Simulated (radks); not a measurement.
Spin polarisation of the 4p4 shell in Kr2+. Start: [Ar] 3d10 4s2 4p(up 2, down 2); electrons of 4p are moved from spin down to spin up, other shells keep equal spins. Calculated with a radial shooting solver on a logarithmic mesh with Libxc functionals: scalar-relativistic Kohn-Sham, r2SCAN, spin-polarised, spherical densities, finite nucleus; meta-GGA in the generalised Kohn-Sham scheme; Fermi nuclear charge, rms radius of each element as measured or else 0.836 A^(1/3) + 0.57 fm.

moment (Bohr magnetons)  E - E(0) (eV)  e(4p up) (eV)  e(4p down) (eV)  4s down minus up (eV)
0                                0.000        -31.370          -31.370                 0.000
0.5                             -0.079        -31.674          -31.039                  0.666
1                               -0.318        -31.955          -30.676                  1.339
1.5                             -0.720        -32.216          -30.280                  2.023
2                               -1.288        -32.459          -29.846                  2.723

At moment 2 the spin-polarisation energy is -1.288 eV and the 4p exchange splitting 2.613 eV, that is 1.307 eV per Bohr magneton; E = -I m^2/4 would give I = 1.288 eV.
